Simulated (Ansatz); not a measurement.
Ca2Si⁻. Total charge -1; quartet. Geometry B3LYP-D4/def2-TZVPD; atoms count from 1.

```xyz
3

Ca    1.377    1.732    0.759
Ca   -1.122   -1.059   -1.758
Si   -0.255   -0.673    0.999
```

The structure comes from a short search, and lower isomers may exist.

Q: Estimate the Mulliken populations from the PBE0/def2-TZVPD orbitals of Ansatz.

A: 
```tsv
atom	charge (e)	spin (α − β)
Ca1	-0.16	0.53
Ca2	-0.16	0.53
Si3	-0.67	1.93
```
Mulliken values and Mayer orders depend strongly on the basis. With diffuse functions, as here, like atoms can get unlike values, and bond orders can come out too low or too high.

Q: Where does the spin sit?

A: Summed by element: Ca 1.07, Si 1.93, of 3 unpaired in all. Largest on single atoms: Si3 1.93, Ca1 0.53, Ca2 0.53.

Q: And the Mayer bond orders between bonded heavy atoms (over 0.3)?

A: Ca1–Si3 1.00 (2.92 Å); Ca2–Si3 1.00 (2.92 Å). Values over 0.3 also appear between atoms too far apart for a bond (Ca1–Ca2 0.50 at 4.51 Å); they arise where an orbital or an unpaired electron spreads over both atoms.
